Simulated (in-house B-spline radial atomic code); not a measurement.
A radial electron density 4πr²n(r) was computed for an atom or ion in its tabulated ground configuration with an all-electron radial atomic-structure program (B-spline basis); method: Dirac-Kohn-Sham BLYP, spherical fractional occupations. Columns: r (bohr), 4πr²n(r) (electrons per bohr), bar.

```
0.000467    3.535 #
0.000575    4.891 #
0.000709    6.747 ##
0.000873    9.233 ###
 0.00107    12.47 ####
 0.00132    16.86 #####
 0.00163    22.62 #######
 0.00201    29.92 #########
 0.00247    38.84 ############
 0.00305    49.86 ###############
 0.00375    62.35 ###################
 0.00462    76.16 #######################
 0.00569    90.12 ###########################
 0.00701    102.7 ###############################
 0.00864    112.1 #################################
  0.0106    116.3 ###################################
  0.0131      115 ##################################
  0.0161    109.5 #################################
  0.0199    103.9 ###############################
  0.0245    104.2 ###############################
  0.0301    114.3 ##################################
  0.0371    131.9 #######################################
  0.0457    146.8 ############################################
  0.0563    147.3 ############################################
  0.0694    132.5 ########################################
  0.0855    118.4 ###################################
   0.105    122.2 ####################################
    0.13    137.4 #########################################
    0.16    134.4 ########################################
   0.197    104.7 ###############################
   0.242    79.43 ########################
   0.298    82.34 #########################
   0.367    91.87 ###########################
   0.453    77.96 #######################
   0.557    49.99 ###############
   0.687    30.58 #########
   0.846    23.22 #######
    1.04    18.05 #####
    1.28    11.27 ###
    1.58    5.203 ##
    1.95    1.741 #
     2.4   0.4094 
    2.95  0.06128 
    3.64 0.004641 
    4.48 0.000161
```

Problem. Which atom or ion is it?
A. Bi7+
B. Pt6+
C. Au6+
D. Hg6+

Solution. D. The area under the curve, ∫4πr²n dr = ∫r·4πr²n d(ln r) on this logarithmic grid, is 74 electrons, which only this option has. The configuration is [Xe] 4f14 5d6.
